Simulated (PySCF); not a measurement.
I2, charge +1, doublet, at a GFN2-xTB geometry (a state made from the parent by changing its charge; the spin is typed, not shown lowest) (all electrons, no relativity), atoms displaced at random by about 0.1 Å a coordinate; PySCF with PBE/STO-3G.

PySCF was given this input:
```python
from pyscf import gto, scf, dft
from pyscf.geomopt import geometric_solver

mol = gto.Mole()
mol.atom = '''
    I    -0.136367   -0.003275   -1.173821
    I    -0.012547    0.049823    1.348817
'''
mol.basis = 'sto-3g'
mol.charge = 1
mol.spin = 1
mol.verbose = 3
mol.build()

def method(m):
    mf = dft.UKS(m)
    mf.xc = 'pbe'
    return mf

conv, mol_eq = geometric_solver.kernel(method(mol), maxsteps=100)
print('optimisation converged:', conv)
print(mol_eq.tostring(format='xyz'))
mf = method(mol_eq)
mf.kernel()
```

What the program printed (banner, timings and long lists left out):

```
Custom engine selected.
Bonds will be generated from interatomic distances less than 1.20 times sum of covalent radii
6 internal coordinates being used (instead of 6 Cartesians)
Internal coordinate system (atoms numbered from 1):
Distance 1-2
Translation-X 1-2
Translation-Y 1-2
Translation-Z 1-2
Rotation-A 1-2
Rotation-B 1-2
Rotation-C 1-2
<class 'geometric.internal.Distance'> : 1
<class 'geometric.internal.TranslationX'> : 1
<class 'geometric.internal.TranslationY'> : 1
<class 'geometric.internal.TranslationZ'> : 1
<class 'geometric.internal.RotationA'> : 1
<class 'geometric.internal.RotationB'> : 1
<class 'geometric.internal.RotationC'> : 1
> ===== Optimization Info: ====
> Job type: Energy minimization
> Maximum number of optimization cycles: 100
> Initial / maximum trust radius (Angstrom): 0.100 / 0.300
> Convergence Criteria:
> Will converge when all 5 criteria are reached:
>  |Delta-E| < 1.00e-06
>  RMS-Grad  < 3.00e-04
>  Max-Grad  < 4.50e-04
>  RMS-Disp  < 1.20e-03
>  Max-Disp  < 1.80e-03
> === End Optimization Info ===

Geometry optimization cycle 1
Cartesian coordinates (Angstrom)
 Atom        New coordinates             dX        dY        dZ
   I  -0.136367  -0.003275  -1.173821    0.000000  0.000000  0.000000
   I  -0.012547   0.049823   1.348817    0.000000  0.000000 -0.000000

WARN: Mole.unit (angstrom) is changed to Bohr

SCF not converged.
SCF energy = -13704.1325579194 after 50 cycles  <S^2> = 0.75006503  2S+1 = 2.000065
--------------- UKS_Scanner gradients ---------------
         x                y                z
0 I     0.0042554849     0.0018998724     0.0856111136
1 I    -0.0042554849    -0.0018998724    -0.0856111136
----------------------------------------------
cycle 1: E = -13704.1325579  dE = -13704.1  norm(grad) = 0.121252
Traceback (most recent call last):
  File "input.py", line 20, in <module>
RuntimeError: Nuclear gradients of <pyscf.scf.hf.UKS_Scanner object> not converged
```

The run crashed.
